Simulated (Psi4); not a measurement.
BrCs (SMILES [Br][Cs]), singlet, at a GFN2-xTB geometry (such geometries of metal compounds can be far from the true shape) (core potentials on Cs), atoms displaced at random by about 0.08 Å a coordinate; TPSS/def2-SVP, gradient run with Psi4.

Psi4 was given this input:
```
memory 2 GB

molecule mol {
0 1
Cs   -0.032777   -0.041679   -1.277765
Br    0.090387    0.021544    2.019048
symmetry c1
no_reorient
no_com
}

set {
  basis def2-svp
  reference rks
}

gradient('tpss')
print_variables()
```

Q: Write the output that Psi4 gives for this input, abridged.

A: 
```
gradient() will perform analytic gradient computation.

   => Loading Basis Set <=

    Name: DEF2-SVP
    Role: ORBITAL
    Keyword: BASIS

    !!!  WARNING: ECP capability is in beta. Please check occupations closely.  !!!

         ---------------------------------------------------------
                                   SCF
               by Justin Turney, Rob Parrish, Andy Simmonett
                          and Daniel G. A. Smith
                              RKS Reference
         ---------------------------------------------------------

  ==> Geometry <==

    Molecular point group: c1
    Full point group: C1

    Geometry (in Angstrom), charge = 0, multiplicity = 1:

       Center              X                  Y                   Z               Mass
    ------------   -----------------  -----------------  -----------------  -----------------
         CS          -0.032777000000    -0.041679000000    -1.277765000000   132.905451961000
         BR           0.090387000000     0.021544000000     2.019048000000    78.918337600000

  Running in c1 symmetry.

  Rotational constants: A =    153.57735  B =      0.03124  C =      0.03123 [cm^-1]
  Rotational constants: A = 4604133.25413  B =    936.48931  C =    936.29887 [MHz]
  Nuclear repulsion =   50.516678647759711

  Charge       = 0
  Multiplicity = 1
  Electrons    = 44
  Nalpha       = 22
  Nbeta        = 22

  ==> Algorithm <==

  SCF Algorithm Type is DF.
  DIIS enabled.
  MOM disabled.
  Fractional occupation disabled.
  Guess Type is SAD.
  Energy threshold   = 1.00e-08
  Density threshold  = 1.00e-08
  Integral threshold = 1.00e-12

  ==> Primary Basis <==

  Basis Set: DEF2-SVP
    Blend: DEF2-SVP
    Number of shells: 22
    Number of basis functions: 56
    Number of Cartesian functions: 61
    Spherical Harmonics?: true
    Max angular momentum: 2

  Core potential: DEF2-SVP
    Number of shells: 4
    Number of ECP primitives: 10
    Number of ECP core electrons: 46
    Max angular momentum: 3

  ==> DFT Potential <==

   => LibXC <=

    Version 7.1.2
    S. Lehtola, C. Steigemann, M. J. T. Oliveira, and M. A. L. Marques,  SoftwareX 7, 1–5 (2018) (10.1016/j.softx.2017.11.002)

   => Composite Functional: TPSS <=

    TPSS Meta-GGA XC Functional

    J. Tao, et al., Phys. Rev. Lett., 91, 146401, 2003

    Deriv               =              1
    GGA                 =           TRUE
    Meta                =           TRUE

    Exchange Hybrid     =          FALSE
    MP2 Hybrid          =          FALSE

   => Exchange Functionals <=

    1.0000   XC_MGGA_X_TPSS

   => Correlation Functionals <=

    1.0000   XC_MGGA_C_TPSS

   => LibXC Density Thresholds  <==

    XC_MGGA_C_TPSS:  1.00E-15
    XC_MGGA_X_TPSS:  1.00E-15

   => Molecular Quadrature <=

    Radial Scheme          =       TREUTLER
    Pruning Scheme         =           NONE
    Nuclear Scheme         =       TREUTLER

    Blocking Scheme        =         OCTREE
    BS radius alpha        =              1
    Pruning alpha          =              1
    Radial Points          =             75
    Spherical Points       =            302
    Total Points           =          43638
    Total Blocks           =            442
    Max Points             =            256
    Max Functions          =             56
    Weights Tolerance      =       1.00E-15

   => Loading Basis Set <=

    Name: (DEF2-SVP AUX)
    Role: JKFIT
    Keyword: DF_BASIS_SCF

  ==> Integral Setup <==

  SCF_SUBTYPE=INCORE selected. In-core MEM_DF algorithm will be used.
  Using in-core AOs.

  ==> MemDFJK: Density-Fitted J/K Matrices <==

    J tasked:                   Yes
    K tasked:                    No
    wK tasked:                   No
    Algorithm:                 Core
    Schwarz Cutoff:           1E-12
    Mask sparsity (%):       1.0204
    Fitting Condition:        1E-10

   => Auxiliary Basis Set <=

  Basis Set: (DEF2-SVP AUX)
    Blend: DEF2-UNIVERSAL-JKFIT
    Number of shells: 94
[...]
  @DF-RKS Final Energy: -2594.00123009704066
    Total Energy =                      -2594.0012300970406613
[...]
 Dipole Y            :         -0.8018868            0.7160720           -0.0858148
 Dipole Z            :       -116.2839162          111.8090383           -4.4748779
 Magnitude           :                                                    4.4788217

 ------------------------------------------------------------------------------------

         ------------------------------------------------------------
                                   SCF GRAD
                          Rob Parrish, Justin Turney,
                       Andy Simmonett, and Alex Sokolov
         ------------------------------------------------------------

  ==> Geometry <==

    Molecular point group: c1
    Full point group: C1

    Geometry (in Angstrom), charge = 0, multiplicity = 1:

       Center              X                  Y                   Z               Mass
    ------------   -----------------  -----------------  -----------------  -----------------
         CS          -0.032777000000    -0.041679000000    -1.277765000000   132.905451961000
         BR           0.090387000000     0.021544000000     2.019048000000    78.918337600000

  Nuclear repulsion =   50.516678647759711

  ==> Basis Set <==

  Basis Set: DEF2-SVP
    Blend: DEF2-SVP
    Number of shells: 22
    Number of basis functions: 56
    Number of Cartesian functions: 61
    Spherical Harmonics?: true
    Max angular momentum: 2

  Core potential: DEF2-SVP
    Number of shells: 4
    Number of ECP primitives: 10
    Number of ECP core electrons: 46
    Max angular momentum: 3

  ==> DFJKGrad: Density-Fitted SCF Gradients <==

    Gradient:                    1
    J tasked:                  Yes
    K tasked:                   No
    wK tasked:                  No
    Integrals threads:           1
    Schwarz Cutoff:          1E-12
    Fitting Condition:       1E-10

   => Auxiliary Basis Set <=

  Basis Set: (DEF2-SVP AUX)
    Blend: DEF2-UNIVERSAL-JKFIT
    Number of shells: 94
    Number of basis functions: 396
    Number of Cartesian functions: 542
    Spherical Harmonics?: true
    Max angular momentum: 5

  ==> DFT Potential <==

   => LibXC <=

    Version 7.1.2
    S. Lehtola, C. Steigemann, M. J. T. Oliveira, and M. A. L. Marques,  SoftwareX 7, 1–5 (2018) (10.1016/j.softx.2017.11.002)

   => Composite Functional: TPSS <=

    TPSS Meta-GGA XC Functional

    J. Tao, et al., Phys. Rev. Lett., 91, 146401, 2003

    Deriv               =              1
    GGA                 =           TRUE
    Meta                =           TRUE

    Exchange Hybrid     =          FALSE
    MP2 Hybrid          =          FALSE

   => Exchange Functionals <=

    1.0000   XC_MGGA_X_TPSS

   => Correlation Functionals <=

    1.0000   XC_MGGA_C_TPSS

   => LibXC Density Thresholds  <==

    XC_MGGA_C_TPSS:  1.00E-15
    XC_MGGA_X_TPSS:  1.00E-15

   => Molecular Quadrature <=

    Radial Scheme          =       TREUTLER
    Pruning Scheme         =           NONE
    Nuclear Scheme         =       TREUTLER

    Blocking Scheme        =         OCTREE
    BS radius alpha        =              1
    Pruning alpha          =              1
    Radial Points          =             75
    Spherical Points       =            302
    Total Points           =          43638
    Total Blocks           =            442
    Max Points             =            256
    Max Functions          =             56
    Weights Tolerance      =       1.00E-15

  -Total Gradient:
     Atom            X                  Y                   Z
    ------   -----------------  -----------------  -----------------
       1       -0.000373104410    -0.000191523336    -0.009987134796
       2        0.000333750157     0.000171321863     0.008933712844

  Variable Map:
  ----------------------------------------------------------------------------
[...]
  Array Variable Map:
  ----------------------------------------------------------------------------
[...]
[...]
```
